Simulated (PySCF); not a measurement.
C2H6BrClGaN (SMILES C[N](C)[Ga]([Cl])[Br]), singlet, geometry from GFN2-xTB (such geometries of metal compounds can be far from the true shape), atoms displaced at random by about 0.03 Å a coordinate; PySCF with B3LYP/STO-3G, gradient.

PySCF was given this input:
```python
from pyscf import gto, scf, dft

mol = gto.M(
    atom='''
Ga   -0.02341093   -0.44739399   -0.04053597
Cl   -0.43859935   -2.22506038   -0.97883937
Br   -0.50877035    1.57167749   -1.13137904
N     0.86243947   -0.20454334    1.62141715
C     1.05273837   -1.42689699    2.42399404
C     0.93609449    1.02664453    2.34330566
H     2.11769295   -1.37744684    2.79461867
H     0.48720885   -1.49098150    3.30547681
H     0.95012776   -2.28602175    1.84851040
H     0.27304141    0.96278640    3.22622356
H     1.98785365    1.13712818    2.68186516
H     0.64779657    1.87355992    1.68926479
''',
    basis='sto-3g',
    verbose=4,
)

mf = dft.RKS(mol)
mf.xc = 'b3lyp'
mf.conv_tol = 1e-11
mf.kernel()
g = mf.nuc_grad_method()
grad = g.kernel()
```

**Question.** What does PySCF print? Leave out banner, timings and long lists.

**Answer.** 
```
PySCF version 2.14.0

[INPUT] verbose = 4
[INPUT] num. atoms = 12
[INPUT] num. electrons = 108
[INPUT] charge = 0
[INPUT] spin (= nelec alpha-beta = 2S) = 0
[INPUT] symmetry False subgroup None
[INPUT] Mole.unit = angstrom
[INPUT] Symbol           X                Y                Z      unit          X                Y                Z       unit  Magmom
[...]
nuclear repulsion = 865.377546454997
number of shells = 36
number of NR pGTOs = 198
number of NR cGTOs = 66
basis = sto-3g
ecp = {}

******** <class 'pyscf.dft.rks.RKS'> ********
method = RKS
initial guess = minao
damping factor = 0
level_shift factor = 0
DIIS = <class 'pyscf.scf.diis.CDIIS'>
diis_start_cycle = 1
diis_space = 8
diis_damp = 0
SCF conv_tol = 1e-11
SCF conv_tol_grad = None
SCF max_cycles = 50
direct_scf = True
direct_scf_tol = 1e-13
XC library pyscf.dft.libxc version 7.1.2
    S. Lehtola, C. Steigemann, M. J. T. Oliveira, and M. A. L. Marques,  SoftwareX 7, 1–5 (2018)
XC functionals = b3lyp
    P. J. Stephens, F. J. Devlin, C. F. Chabalowski, and M. J. Frisch,  J. Phys. Chem. 98, 11623 (1994)
radial grids:
    Treutler-Ahlrichs [JCP 102, 346 (1995); DOI:10.1063/1.469408] (M4) radial grids

becke partition: Becke, JCP 88, 2547 (1988); DOI:10.1063/1.454033
pruning grids: <function nwchem_prune>
grids dens level: 3
symmetrized grids: False
atomic radii adjust function: <function treutler_atomic_radii_adjust>
small_rho_cutoff = 0
Set gradient conv threshold to 3.16228e-06
Initial guess from minao.
tot grids = 161200
init E= -5030.86516639613
[...]
cycle= 1 E= -5036.20434266566  delta_E= -5.34  |g|= 0.546  |ddm|= 4.31
[...]
cycle= 2 E= -5006.9687214889  delta_E= 29.2  |g|= 10.6  |ddm|= 9.72
[...]
cycle= 3 E= -5031.62041548084  delta_E= -24.7  |g|= 3.98  |ddm|= 7.19
[...]
cycle= 4 E= -5036.07411835796  delta_E= -4.45  |g|= 1.14  |ddm|= 3.57
[...]
cycle= 5 E= -5036.31409904538  delta_E= -0.24  |g|= 0.605  |ddm|= 0.798
[...]
cycle= 6 E= -5036.4184863604  delta_E= -0.104  |g|= 0.144  |ddm|= 0.92
[...]
cycle= 7 E= -5036.42553456249  delta_E= -0.00705  |g|= 0.06  |ddm|= 0.307
[...]
cycle= 8 E= -5036.42687747985  delta_E= -0.00134  |g|= 0.0138  |ddm|= 0.141
[...]
cycle= 9 E= -5036.42695508479  delta_E= -7.76e-05  |g|= 0.00725  |ddm|= 0.0394
[...]
cycle= 10 E= -5036.42697901426  delta_E= -2.39e-05  |g|= 0.0016  |ddm|= 0.0223
[...]
cycle= 11 E= -5036.42698158066  delta_E= -2.57e-06  |g|= 0.000636  |ddm|= 0.00915
[...]
cycle= 12 E= -5036.42698207524  delta_E= -4.95e-07  |g|= 0.000312  |ddm|= 0.00434
[...]
cycle= 13 E= -5036.42698216361  delta_E= -8.84e-08  |g|= 6.43e-05  |ddm|= 0.00202
[...]
cycle= 14 E= -5036.4269821694  delta_E= -5.79e-09  |g|= 1.42e-05  |ddm|= 0.00046
[...]
cycle= 15 E= -5036.42698217014  delta_E= -7.42e-10  |g|= 6.02e-06  |ddm|= 0.000189
[...]
cycle= 16 E= -5036.42698217022  delta_E= -8e-11  |g|= 2.98e-06  |ddm|= 5.35e-05
[...]
cycle= 17 E= -5036.42698217023  delta_E= -7.28e-12  |g|= 7.38e-07  |ddm|= 3.25e-05
[...]
Extra cycle  E= -5036.42698217023  delta_E= 4.55e-12  |g|= 9.18e-07  |ddm|= 4.11e-06
converged SCF energy = -5036.42698217023

******** <class 'pyscf.grad.rks.Gradients'> for <class 'pyscf.dft.rks.RKS'> ********
unit = Eh/Bohr
grid_response = False
--------------- RKS gradients ---------------
         x                y                z
0 Ga    -0.0361628812    -0.0210925432    -0.0653587444
1 Cl    -0.0036026121    -0.0170313135    -0.0057403456
2 Br    -0.0082360164     0.0263124903    -0.0164956587
3 N     0.0788491581     0.0494296850     0.1408459325
4 C    -0.0776599542    -0.0445796706    -0.0146091396
5 C    -0.0111921904    -0.0286372117    -0.0213555189
6 H     0.0101606830     0.0083964263     0.0037992787
7 H     0.0384939390    -0.0004716397    -0.0377547538
8 H     0.0087679767     0.0459201564     0.0320580304
9 H     0.0001694570    -0.0095964082    -0.0046493119
10 H     0.0021215402    -0.0102817896    -0.0055840527
11 H    -0.0016220358     0.0014306130    -0.0050506740
----------------------------------------------
```
